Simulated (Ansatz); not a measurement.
`CCB(F)Br` + H₂S → `CCB(F)S` + HBr at 400 K and 1 bar (ligand exchange at a B–Br bond).

Isolated molecules relaxed with PBE0-D4/def2-TZVP in Ansatz; ΔE leaves out vibrations. CCSD(T)/CBS adds triple-zeta CCSD(T) − MP2 to the extrapolated MP2 energy (def2 sets, frozen cores). This one scheme is used for every species. For Br outer-core shells are correlated without core-valence functions, which leaves a few kJ/mol of doubt a bond. Scalar relativity is left out up to krypton. One conformer a species, not always the lowest.

| species | CCSD(T)/CBS energy (Eh) | H − E (kJ/mol) | S (J/(mol·K)) |
| --- | --- | --- | --- |
| `CCB(F)Br` | -2777.13014 | 221.3 | 378.1 |
| H₂S | -398.97279 | 53.4 | 215.9 |
| `CCB(F)S` | -602.17930 | 247.6 | 375.9 |
| HBr | -2573.91920 | 27.6 | 207.2 |

H − E and S are ideal-gas, rigid-rotor, harmonic terms from PBE0-D4/def2-TZVP, for one conformer and one mirror image of each species. 1 Eh = 2625.50 kJ/mol, R = 8.31446 J/(mol·K).

By hand: ΔE, ΔH, ΔS and ΔG.

ΔE = (-602.17930) + (-2573.91920) − (-2777.13014) − (-398.97279) = 0.00443 Eh = 11.6 kJ/mol. Δ(H − E) = 247.6 + 27.6 − 221.3 − 53.4 = 0.5, so ΔH = 12.1 kJ/mol. ΔS = 375.9 + 207.2 − 378.1 − 215.9 = -10.9 J/(mol·K). ΔG = 12.1 − 400 × (-10.9)/1000 = 16.5 kJ/mol.

By hand: the equilibrium constant, and the temperature at which ΔG would vanish if ΔH and ΔS stayed fixed.

log₁₀ K = −ΔG/(RT ln 10) = -2.2. ΔH and −TΔS have one sign here, so there is no such temperature.

TΔS isn't small against ΔH here. A doubt of 5 kJ/mol in ΔE shifts log₁₀ K by 0.7 here. Other conformers and mirror images would add mixing entropy, several J/(mol·K) or more a flexible species. Modes under 60 cm⁻¹, often nearly free rotors, make the harmonic entropy too high. These are equilibria of isolated gas molecules and say nothing of rates. Largest T1 diagnostic: 0.012 (customary marks: 0.02 for closed shells, 0.045 for open ones).

ΔS is within the doubt of such terms, so its sign, and with it that verdict, could turn.
